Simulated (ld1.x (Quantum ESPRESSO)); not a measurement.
## Transferability test, ultrasoft potential for P

phosphorus, ultrasoft, made with ld1.x (Quantum ESPRESSO) 7.5 (PBE, scalar-relativistic). Core [Ne], reference 3s2 3p3. Waves: 3s (bound): rcut 1.45, rcutus 1.70 bohr; 3s channel at 0.1 Ry: rcut 1.45, rcutus 1.70 bohr; 3p (bound): rcut 1.35, rcutus 1.60 bohr; 3p channel at 4.8 Ry: rcut 1.35, rcutus 1.60 bohr; 3d channel at -0.2 Ry: rcut 1.10, rcutus 1.55 bohr. Local part: all-electron potential smoothed inside 1.65 bohr (lloc = -1). Core correction: Bessel-smoothed model core, default radius (core density twice the valence density). Augmentation charge: PSQ, radius 1.15 bohr.

Energies are relative to the spin-unpolarised reference configuration 3s2 3p3; without spin polarisation the order of configurations can differ from experiment.

| valence configuration | charge | ΔE all-electron (eV) | error AE − PS (meV) |
| --- | --- | --- | --- |
| 3s2 3p2 | +1 | 9.730 | -0.1 |
| 3s2 3p1 | +2 | 28.877 | +1.1 |
| 3s0 3p5 | 0 | 17.200 | -2.7 |
| 3s2 3p3.3 | -0.3 | -1.307 | +0.1 |
| 3s1 3p4 | 0 | 8.534 | -0.8 |

(1) What are ΔE and the potential's error for 3s2 3p0?

(2) What are ΔE and the potential's error for 3s2 3p2.5?

Levels in the configuration 3s2 3p2:

| level | all-electron (eV) | pseudo (eV) |
| --- | --- | --- |
| 3s | -23.287 | -23.287 |
| 3p | -14.215 | -14.214 |

## Answers

(1) ΔE = 58.616 eV all-electron; the error (AE − PS) is +3.0 meV.

(2) ΔE = 3.775 eV all-electron; the error (AE − PS) is -0.2 meV.
